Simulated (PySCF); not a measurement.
Below is a simulated gas-phase O 1s photoelectron spectrum of `O=C(O)/C=C/Br`.

Every computed line was given a Gaussian of 0.5 eV full width at half maximum and an area set by the number of equivalent atoms; the highest printed point is 100. Method used: delta-SCF UKS SCAN, pcX-2 on the ionised atom, pcseg-1 elsewhere, spin-free X2C in PySCF.

```tsv
binding energy (eV)	intensity
537.0	0
537.1	2
537.2	6
537.3	17
537.4	36
537.5	64
537.6	89
537.7	100
537.8	90
537.9	65
538.0	37
538.1	17
538.2	6
538.3	2
538.4	0
538.5	0
538.6	0
538.7	0
538.8	0
538.9	0
539.0	0
539.1	0
539.2	0
539.3	0
539.4	0
539.5	2
539.6	6
539.7	16
539.8	35
539.9	62
540.0	88
540.1	100
540.2	91
540.3	66
540.4	39
540.5	18
540.6	7
540.7	2
540.8	0
```

Problem. Count the maxima, the lines and the sites behind this envelope.

Solution. The curve has 2 maxima (at 537.7 and 540.1 eV). Under it lie 2 lines from 2 inequivalent oxygen sites.

Problem. Decompose the envelope and assign each component. Numbering: `[O:1]=[C:2]([OH:3])/[CH:4]=[CH:5]/[Br:6]`.

Solution. 
| position (eV) | relative area | line | atoms | environment |
| --- | --- | --- | --- | --- |
| 537.70 | 1 | O 1s | O1 | acid carbonyl oxygen |
| 540.11 | 1 | O 1s | O3 | acid hydroxyl oxygen |

Problem. Above which line width would these two lines show one maximum?

Solution. Two equal Gaussians merge once their distance is under 2σ = FWHM/1.177. With 2.41 eV between them that is a full width over 2.84 eV.

The listed O 1s values span 2.41 eV, from O1 (bonded to C (double bond)) to O3 (bonded to C and H).

Shake-up satellites, vibrational structure and lifetime widths aren't simulated. Isolated species at its PBE0-D3(BJ)/def2-SVP geometry (one conformer only).

On an x86-64 server with one thread, no GPU, on a shared host, this took 66 s wall, 56 s CPU.

Conformer computed: `[O:1]=[C:2]([OH:3])/[CH:4]=[CH:5]/[Br:6]`: O1–C2–C4–C5 1°, H–O3–C2–O1 0°.
